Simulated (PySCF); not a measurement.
C2H7ClNPSi2.
Atom-mapped SMILES: `[N:1]#[C:2][SiH2:3][PH:4][SiH2:5][CH2:6][Cl:7]` (hydrogens: H8, H9 on Si3; H10 on P4; H11, H12 on Si5; H13, H14 on C6)

Method used: core-valence-separated Tamm–Dancoff BHandHLYP/aug-pcX-1 (pcseg-1 on H, def2-SVPD on Si, def2-SVPD on Cl, def2-SVPD on P) in PySCF, non-relativistic, gas phase, PBE0-D3(BJ)/def2-SVP geometry. The energies are unshifted.

**Question.** List the nitrogen K-edge absorption lines.

**Answer.** 
```tsv
E (eV)	f	core hole on	main final orbital	polarisation
396.69	0.0624	N1	LUMO+2 (36 %)	across the triple bond
396.74	0.0622	N1	LUMO+2 (30 %)	across the triple bond
401.29	0.0001	N1	LUMO+1 (70 %)	–
401.80	0.0029	N1	LUMO+3 (78 %)	along the triple bond
402.01	0.0006	N1	LUMO+4 (46 %)	–
402.24	0.0016	N1	LUMO+7 (39 %)	along the triple bond
402.50	0.0011	N1	LUMO+6 (46 %)	across the triple bond
```

The first line with a tenth or more of the strongest one's intensity is at 396.69 eV (f = 0.062), with the hole on N1 (cyano nitrogen), polarised across the triple bond: a 1s→π* resonance. It is also the strongest listed.

**Question.** List the carbon K-edge absorption lines.

**Answer.** 
| E (eV) | f | core hole on | main final orbital | polarisation |
| --- | --- | --- | --- | --- |
| 283.02 | 0.0990 | C2 | LUMO/LUMO+2 (2 roots, f summed) | across the triple bond |
| 284.56 | 0.0586 | C6 | spread | – |
| 286.31 | 0.0134 | C2 | LUMO+3 (53 %) | along the triple bond |
| 286.62 | 0.0006 | C2 | LUMO+1 (81 %) | – |
| 286.75 | 0.0083 | C6 | LUMO+1 (49 %) | – |
| 287.11 | 0.0101 | C2 | LUMO (34 %) | across the triple bond |
| 287.27 | 0.0317 | C6 | spread | – |
| 287.40 | 0.0271 | C6 | spread | – |
| 287.48 | 0.0065 | C2 | LUMO+7 (35 %) | across the triple bond |
| 287.72 | 0.0130 | C6 | LUMO (35 %) | – |

The first line with a tenth or more of the strongest one's intensity is at 283.02 eV (f = 0.099, sum of 2), with the hole on C2 (cyano carbon), polarised across the triple bond: a 1s→π* resonance. It is also the strongest listed.

Roots within 0.03 eV whose holes lie on the same, on equivalent or on shared atoms are summed into one line, and the highest roots are left out, as the search may have cut off their partners. Final orbitals are the ground state's empty Kohn–Sham orbitals. A dash: too weak, shared between unlike atoms, or no plane or axis to refer to.

**Question.** What length of transition dipole belongs to the line at 396.74 eV?

**Answer.** From f = (2/3) ΔE |μ|² in atomic units, with ΔE = 14.580 Eh and f = 0.0622: |μ| = 0.080 au = 0.20 D.

The ionisation thresholds weren't computed; near and above them a finite basis only mimics Rydberg series and continuum.

Time: 21 s wall; peak memory 0.99 GiB. Hardware: an Arm Neoverse V1 with one thread, no GPU, on a shared host.

Shape of the structure used: `[N:1]#[C:2][SiH2:3][PH:4][SiH2:5][CH2:6][Cl:7]`: C2–Si3–P4–Si5 35°, Si3–P4–Si5–C6 56°, P4–Si5–C6–Cl7 174°.

One conformer stands for the species.
